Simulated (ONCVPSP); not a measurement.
Building the ONCV potential for vanadium (V) (PBE, scalar-relativistic).

Input for ONCVPSP 4.0.1:

```
# ATOM AND REFERENCE CONFIGURATION
# atsym  z   nc   nv     iexc    psfile
  V 23.00    5    1        4      upf
#
#   n    l    f
    1    0    2.00
    2    0    2.00
    2    1    6.00
    3    0    2.00
    3    1    6.00
    3    2    3.00
#
# PSEUDOPOTENTIAL AND OPTIMIZATION
# lmax
    2
#
#   l,   rc,      ep,       ncon, nbas, qcut
    0    1.30    0.24    3    6    5.70
    1    1.40    0.16    4    7    5.10
    2    1.45    0.00    3    8    9.20
#
# LOCAL POTENTIAL
# lloc, lpopt,  rc(5),   dvloc0
    4    5    0.85    3.00
#
# VANDERBILT-KLEINMAN-BYLANDER PROJECTORs
# l, nproj, debl
    0    2    2.50
    1    3    2.20
    2    2    2.60
#
# MODEL CORE CHARGE
# icmod, fcfact, rcfact
    3    1.75    1.35
#
# LOG DERIVATIVE ANALYSIS
# epsh1, epsh2, depsh
   -2.00    5.00    0.02
#
# OUTPUT GRID
# rlmax, drl
    6.00    0.01
#
# TEST CONFIGURATIONS
# ncnf
    4
# nvcnf
#   n    l    f
    2
    3    2    3.00
    4    0    2.00
#
    2
    3    2    3.00
    4    0    1.00
#
    1
    3    2    2.00
#
    3
    3    2    2.00
    4    0    2.00
    4    1    1.00
#
```

Command:

```bash
oncvpsp.x < V.dat > V.out
```

Output (shortened: citation, most of the input echo, consistency checks and plot data are left out):

```
ONCVPSP  (Optimized Norm-Conservinng Vanderbilt PSeudopotential)
scalar-relativistic version 4.0.1

#   n    l    f        energy (Ha)
    1    0    2.00    -1.9776674E+02
    2    0    2.00    -2.2750600E+01
    2    1    6.00    -1.9095954E+01
    3    0    2.00    -3.1889899E+00
    3    1    6.00    -2.2264012E+00
    3    2    3.00    -7.8337509E-01

Reference configufation results
  iterations    23
  all-electron total energy (Ha)   -9.48195594D+02

Begin loop to  construct optimized pseudo wave functions
and semi-local pseudopoentials for all angular momenta

   Wellstate for l =  0  n =  5
     eigenvalue =   0.2400
     asymptotic potential =   0.7400
     half-point radius =  3.7857

   Wellstate for l =  0  n =  6
     eigenvalue =   2.7400
     asymptotic potential =   3.2400
     half-point radius =  2.9946

Calculating optimized projector #   1

 for l=   0

    Fraction of norm inside rc  0.032293
    Optimizing pswf for qcut=   5.69 a_B^-1,  ecut=  16.19 Ha
    Residual kinetic energy error=  5.09D-04 Ha
 ERROR pspot:  first pseudo wave function has node,          program will stop
 ERROR pspot: try changing psp parameters for this l
```

The run stopped because the optimised pseudo-wave of the first projector has a node, so the radial equation cannot be inverted for a potential.

The run took about 0.29 s on one core of a shared server CPU.
